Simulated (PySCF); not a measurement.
**Dipole response of S (sulfur, neutral)**

[Ne] 3s2 3p4, high-spin 3P determinant. Calculation: PySCF 2.14, in ANO-RCC-VTZP; scalar relativity by spin-free X2C-1e. Coupled (time-dependent) response in atomic units; α is the mean over directions. The basis has no added diffuse functions, which lowers α and C₆.

```json
{"method": "UHF", "mean α (bohr³)": "15.99", "α xx, yy, zz": "15.31, 17.35, 15.31", "C₆ (like pair)": "110.3", "S(−4)": "52.74"}
{"method": "PBE", "mean α (bohr³)": "16.81", "α xx, yy, zz": "15.96, 18.52, 15.96", "C₆ (like pair)": "118.7", "S(−4)": "59.54"}
{"method": "PBE0", "mean α (bohr³)": "16.48", "α xx, yy, zz": "15.69, 18.05, 15.69", "C₆ (like pair)": "115.1", "S(−4)": "56.80"}
{"method": "wB97M-V", "mean α (bohr³)": "16.70", "α xx, yy, zz": "15.96, 18.18, 15.96", "C₆ (like pair)": "116.5", "S(−4)": "59.59"}
{"method": "MN15", "mean α (bohr³)": "16.17", "α xx, yy, zz": "15.68, 17.17, 15.68", "C₆ (like pair)": "109.0", "S(−4)": "58.05"}
```

S(−4) is the Cauchy moment in α(ω) = α(0) + S(−4) ω² + …

Reference α: 19.4 ± 0.1 bohr³ (recommended; Schwerdtfeger and Nagle, table of static dipole polarizabilities (2023 update)). Published C₆: 134.0 (Chu and Dalgarno (2004); Tang, Norbeck and Certain (1976)).

α(iu) at UHF:

| u (hartree) | α(iu) (bohr³) |
| --- | --- |
| 0 | 15.99 |
| 0.0500 | 15.86 |
| 0.100 | 15.48 |
| 0.200 | 14.16 |
| 0.300 | 12.45 |
| 0.500 | 9.066 |
| 0.750 | 5.989 |
| 1.00 | 4.084 |
| 1.50 | 2.160 |
| 2.00 | 1.312 |
| 3.00 | 0.6287 |
| 5.00 | 0.2445 |

A single London oscillator, α(iu) = α/(1 + u²/ω²), gives C₆ = (3/4) ω α². Matching the computed C₆ needs ω = 4 × 110.3 / (3 × 15.99²) = 0.575 hartree.

The components differ because the open shell of this determinant is not spherical; for a pure term their mean is the scalar polarisability.
